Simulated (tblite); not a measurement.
B2Cl2H3N.
Numbering: `[NH2:1][BH:2][B:3]([Cl:4])[Cl:5]` (hydrogens: H6, H7 on N1; H8 on B2)

Computed with GFN2-xTB (tblite), gas phase: L-BFGS steps from a force-field or distance-geometry start until the largest atomic force falls under 0.01 eV/Å.

Step 11: E = -436.5948 eV
```
atom  x, y, z in Å  |  force x, y, z in eV/Å
N1      1.2115    0.2226   -0.4189   -0.065   0.022  -0.008
B2      0.2232   -0.1351    0.6027   -0.085  -0.148  -0.140
B3     -1.3415    0.1359    0.0461    0.054  -0.074   0.012
Cl4    -1.9621   -1.2306   -0.8324   -0.030  -0.033   0.032
Cl5    -2.2732    1.5684   -0.0697    0.013   0.043   0.094
H6      1.6467   -0.6006   -0.8194    0.109   0.075   0.062
H7      1.9505    0.8265   -0.0855    0.093  -0.075   0.021
H8      0.5540   -0.7777    1.5526   -0.087   0.190  -0.072
```

Step 12: E = -436.5993 eV
```
atom  x, y, z in Å  |  force x, y, z in eV/Å
N1      1.2170    0.2155   -0.4179   -0.067   0.065  -0.062
B2      0.2169   -0.1374    0.5952    0.083  -0.135  -0.127
B3     -1.3447    0.1324    0.0473    0.026  -0.023  -0.025
Cl4    -1.9711   -1.2252   -0.8302   -0.058  -0.119  -0.005
Cl5    -2.2776    1.5649   -0.0662    0.007   0.077   0.111
H6      1.6628   -0.5991   -0.8248    0.058   0.075   0.090
H7      1.9509    0.8233   -0.0779    0.066  -0.095   0.036
H8      0.5549   -0.7651    1.5499   -0.114   0.154  -0.016
```

Step 13: E = -436.6037 eV
```
atom  x, y, z in Å  |  force x, y, z in eV/Å
N1      1.2208    0.2105   -0.4183   -0.025   0.099  -0.115
B2      0.2117   -0.1429    0.5855    0.198  -0.068  -0.102
B3     -1.3466    0.1290    0.0472   -0.030   0.015  -0.069
Cl4    -1.9804   -1.2220   -0.8277   -0.086  -0.178  -0.036
Cl5    -2.2815    1.5628   -0.0605    0.019   0.080   0.125
H6      1.6789   -0.5956   -0.8277    0.009   0.051   0.084
H7      1.9525    0.8179   -0.0706    0.033  -0.099   0.061
H8      0.5537   -0.7503    1.5475   -0.117   0.100   0.052
```

Step 14: E = -436.6100 eV
```
atom  x, y, z in Å  |  force x, y, z in eV/Å
N1      1.2263    0.2053   -0.4216    0.052   0.128  -0.160
B2      0.2082   -0.1514    0.5699    0.251   0.043  -0.068
B3     -1.3500    0.1244    0.0457   -0.089   0.030  -0.136
Cl4    -1.9959   -1.2209   -0.8251   -0.115  -0.208  -0.053
Cl5    -2.2871    1.5613   -0.0501    0.049   0.051   0.141
H6      1.7021   -0.5903   -0.8306   -0.052   0.011   0.051
H7      1.9553    0.8086   -0.0584    0.002  -0.093   0.093
H8      0.5502   -0.7276    1.5456   -0.099   0.037   0.131
```

**Question.** Estimate the geometry and energy of step 15. (The exact step hangs on the optimiser's Hessian estimate; all steps are aligned on step 14, rigid shifts and turns removed.)

**Answer.** E = -436.6206 eV, largest force 0.303 eV/Å
```
atom  x, y, z in Å  |  force x, y, z in eV/Å
N1      1.2385    0.1972   -0.4311    0.174   0.147  -0.160
B2      0.2071   -0.1640    0.5412    0.233   0.193  -0.003
B3     -1.3584    0.1163    0.0406   -0.116   0.007  -0.247
Cl4    -2.0274   -1.2229   -0.8220   -0.149  -0.200  -0.047
Cl5    -2.2969    1.5596   -0.0289    0.102  -0.020   0.158
H6      1.7437   -0.5814   -0.8364   -0.149  -0.031  -0.018
H7      1.9600    0.7909   -0.0333   -0.027  -0.087   0.125
H8      0.5424   -0.6863    1.5453   -0.068  -0.008   0.193
```

The energy changes by -0.0106 eV. The first-order estimate −F·Δx gives -0.0136 eV and the mean of the old and new forces, exact on a quadratic surface, -0.0107 eV. The step makes an angle of 73° with the force vector and moves no atom by more than 0.043 Å.

The cost below is that of the whole relaxation. Hardware: an Intel Xeon at 2.50 GHz with one thread, no GPU, shared host with 64 logical CPUs at a one-minute load of 62. Cost: 0.8 s.
